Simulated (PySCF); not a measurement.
C4H11AlO, singlet, at a GFN2-xTB geometry (such geometries of metal compounds can be far from the true shape), atoms displaced at random by about 0.03 Å a coordinate; B3LYP/STO-3G, gradient by finite differences (PySCF).

Input for PySCF:
```python
from pyscf import gto, scf, dft

mol = gto.M(
    atom='''
Al   -0.088916    0.036824    0.243713
C    -0.417551    0.116802    2.210596
H    -1.232568   -0.452882    2.526560
H    -0.554110    1.137824    2.534613
H     0.509014   -0.264825    2.839128
C     1.571923   -0.571035   -0.658959
C     2.674783   -1.088077    0.279042
H     1.979827    0.219331   -1.358616
H     1.345208   -1.368313   -1.373767
H     2.341614   -1.887290    0.885736
H     3.012553   -0.267724    0.960670
H     3.550483   -1.370218   -0.335375
O    -1.323106    0.515228   -0.682685
C    -2.384470    0.918487   -1.597321
H    -2.451224    0.286593   -2.418625
H    -3.376057    0.976273   -0.982246
H    -2.265318    1.950583   -1.910967
''',
    basis='sto-3g',
    charge=0,
    spin=0,
    verbose=4,
)

mf = dft.RKS(mol)
mf.xc = 'b3lyp'
mf.conv_tol = 1e-11
mf.kernel()
scan, done = mf.as_scanner(), []
scan.scf_summary = {}
def energy(d):
    c = mol.atom_coords()
    c[3, 0] += d
    e = scan(mol.set_geom_(c, unit='Bohr', inplace=False))
    done.append(scan.converged)
    return e
h = 1e-3
fd = (energy(h) - energy(-h)) / (2 * h)
print('dE/dx =', fd)
```

Predict the main parts of the log of this PySCF run.


```
PySCF version 2.14.0

[INPUT] verbose = 4
[INPUT] num. atoms = 17
[INPUT] num. electrons = 56
[INPUT] charge = 0
[INPUT] spin (= nelec alpha-beta = 2S) = 0
[INPUT] symmetry False subgroup None
[INPUT] Mole.unit = angstrom
[INPUT] Symbol           X                Y                Z      unit          X                Y                Z       unit  Magmom
[...]
nuclear repulsion = 283.390517894221
number of shells = 31
number of NR pGTOs = 135
number of NR cGTOs = 45
basis = sto-3g
ecp = {}

******** <class 'pyscf.dft.rks.RKS'> ********
method = RKS
initial guess = minao
damping factor = 0
level_shift factor = 0
DIIS = <class 'pyscf.scf.diis.CDIIS'>
diis_start_cycle = 1
diis_space = 8
diis_damp = 0
SCF conv_tol = 1e-11
SCF conv_tol_grad = None
SCF max_cycles = 50
direct_scf = True
direct_scf_tol = 1e-13
XC library pyscf.dft.libxc version 7.1.2
    S. Lehtola, C. Steigemann, M. J. T. Oliveira, and M. A. L. Marques,  SoftwareX 7, 1–5 (2018)
XC functionals = b3lyp
    P. J. Stephens, F. J. Devlin, C. F. Chabalowski, and M. J. Frisch,  J. Phys. Chem. 98, 11623 (1994)
radial grids:
    Treutler-Ahlrichs [JCP 102, 346 (1995); DOI:10.1063/1.469408] (M4) radial grids

becke partition: Becke, JCP 88, 2547 (1988); DOI:10.1063/1.454033
pruning grids: <function nwchem_prune>
grids dens level: 3
symmetrized grids: False
atomic radii adjust function: <function treutler_atomic_radii_adjust>
small_rho_cutoff = 0
Set gradient conv threshold to 3.16228e-06
Initial guess from minao.
tot grids = 197624
init E= -470.824046902447
[...]
cycle= 1 E= -470.712908334153  delta_E= 0.111  |g|= 0.697  |ddm|= 4.78
[...]
cycle= 2 E= -470.367481751148  delta_E= 0.345  |g|= 1.36  |ddm|=  2.5
[...]
cycle= 3 E= -470.875900028078  delta_E= -0.508  |g|= 0.159  |ddm|= 1.67
[...]
cycle= 4 E= -470.883686870098  delta_E= -0.00779  |g|= 0.046  |ddm|= 0.286
[...]
cycle= 5 E= -470.884371041991  delta_E= -0.000684  |g|= 0.00573  |ddm|= 0.0692
[...]
cycle= 6 E= -470.884383414294  delta_E= -1.24e-05  |g|= 0.00121  |ddm|= 0.0106
[...]
cycle= 7 E= -470.884383828223  delta_E= -4.14e-07  |g|= 0.000343  |ddm|= 0.00195
[...]
cycle= 8 E= -470.884383863538  delta_E= -3.53e-08  |g|= 8.06e-05  |ddm|= 0.000526
[...]
cycle= 9 E= -470.884383865383  delta_E= -1.85e-09  |g|= 2.67e-05  |ddm|= 0.000116
[...]
cycle= 10 E= -470.884383865617  delta_E= -2.33e-10  |g|= 2.1e-06  |ddm|= 4.04e-05
[...]
cycle= 11 E= -470.884383865615  delta_E= 2.05e-12  |g|= 6.25e-07  |ddm|= 3.74e-06
[...]
[...]
converged SCF energy = -470.884383865617
converged SCF energy = -470.884377170299
[...]
  11 H      3.012553000000  -0.267724000000   0.960670000000 AA    5.692900105737  -0.505925036973   1.815403196086 Bohr
  12 H      3.550483000000  -1.370218000000  -0.335375000000 AA    6.709440479924  -2.589336750949  -0.633766899026 Bohr
  13 O     -1.323106000000   0.515228000000  -0.682685000000 AA   -2.500307973769   0.973639811707  -1.290087679349 Bohr
  14 C     -2.384470000000   0.918487000000  -1.597321000000 AA   -4.505995252242   1.735688878973  -3.018499223016 Bohr
  15 H     -2.451224000000   0.286593000000  -2.418625000000 AA   -4.632142029961   0.541582279217  -4.570538848026 Bohr
  16 H     -3.376057000000   0.976273000000  -0.982246000000 AA   -6.379823110921   1.844888592808  -1.856175926950 Bohr
  17 H     -2.265318000000   1.950583000000  -1.910967000000 AA   -4.280830605047   3.686067653232  -3.611204263082 Bohr

******** <class 'pyscf.scf.hf.RKS_Scanner'> ********
method = RKS_Scanner
initial guess = minao
damping factor = 0
level_shift factor = 0
DIIS = <class 'pyscf.scf.diis.CDIIS'>
diis_start_cycle = 1
diis_space = 8
diis_damp = 0
SCF conv_tol = 1e-11
SCF conv_tol_grad = None
SCF max_cycles = 50
direct_scf = True
direct_scf_tol = 1e-13
XC library pyscf.dft.libxc version 7.1.2
    S. Lehtola, C. Steigemann, M. J. T. Oliveira, and M. A. L. Marques,  SoftwareX 7, 1–5 (2018)
XC functionals = b3lyp
    P. J. Stephens, F. J. Devlin, C. F. Chabalowski, and M. J. Frisch,  J. Phys. Chem. 98, 11623 (1994)
radial grids:
    Treutler-Ahlrichs [JCP 102, 346 (1995); DOI:10.1063/1.469408] (M4) radial grids

becke partition: Becke, JCP 88, 2547 (1988); DOI:10.1063/1.454033
pruning grids: <function nwchem_prune>
grids dens level: 3
symmetrized grids: False
atomic radii adjust function: <function treutler_atomic_radii_adjust>
small_rho_cutoff = 0
Set gradient conv threshold to 3.16228e-06
tot grids = 197624
init E= -470.884359702994
[...]
cycle= 1 E= -470.884390499357  delta_E= -3.08e-05  |g|= 4.6e-05  |ddm|= 0.000753
[...]
cycle= 2 E= -470.884390500227  delta_E= -8.69e-10  |g|= 2.67e-05  |ddm|= 0.000125
[...]
cycle= 3 E= -470.884390500444  delta_E= -2.17e-10  |g|= 1.09e-05  |ddm|= 5.51e-05
[...]
cycle= 4 E= -470.884390500483  delta_E= -3.93e-11  |g|= 9.89e-07  |ddm|= 1.67e-05
[...]
cycle= 5 E= -470.884390500482  delta_E= 1.59e-12  |g|= 5.24e-07  |ddm|= 2.1e-06
[...]
Extra cycle  E= -470.884390500481  delta_E= 1.25e-12  |g|= 5.41e-07  |ddm|= 1.44e-06
converged SCF energy = -470.884390500481
dE/dx = 0.00666509095026413
```
